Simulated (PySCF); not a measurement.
Molecule: SMILES C[S@@+]([AlH3-])CC#N, C3H8AlNS.

Cartesian coordinates in Å; atom numbers follow the order of the lines, from 1:
```xyz
14

C    -0.7181    1.5011    0.2447
S    -0.0359    0.2903   -0.9071
Al    2.3155    0.1029   -0.1203
C    -0.6491   -1.2573   -0.1647
C    -2.0974   -1.3458   -0.2159
N    -3.2537   -1.3740   -0.2417
H    -0.3835    2.4844   -0.1119
H    -1.8157    1.4539    0.2196
H    -0.3321    1.3238    1.2585
H     2.6955   -1.1890   -0.9869
H     1.9148   -0.1435    1.4191
H     2.8327    1.5529   -0.5476
H    -0.1867   -2.0725   -0.7424
H    -0.2872   -1.3274    0.8744
```

Geometry PBE0-D3(BJ)/def2-SVP throughout; GIAO in PySCF 2.14.0 with density-fitted response routines, gas phase, one conformer, non-relativistic; equivalent atoms averaged; functional PBE0.

For orientation, 6-31G gives these absolute shieldings σ: C5 87.0, C1 177.3, S2 616.7, Al3 461.2, N6 -15.0, H13 29.13, H14 29.31, H7/H8/H9 30.13, H10/H11/H12 27.91 ppm.

A run gave: C5 68.3, C1 164.6, S2 517.0, Al3 412.5, N6 -38.4, H13 28.23, H14 28.12, H7/H8/H9 29.05, H10/H11/H12 27.23 ppm (absolute shieldings σ).

Question: Which basis set was used in that run?
A. 6-311+G(2d,p)
B. 6-31G*
C. def2-TZVP
D. def2-SVP
E. STO-3G

Answer: A. S2 tells them apart best: 6-311+G(2d,p) gives 517.0, STO-3G gives 751.9, 6-31G* gives 568.4, def2-TZVP gives 497.3, def2-SVP gives 603.0 ppm.
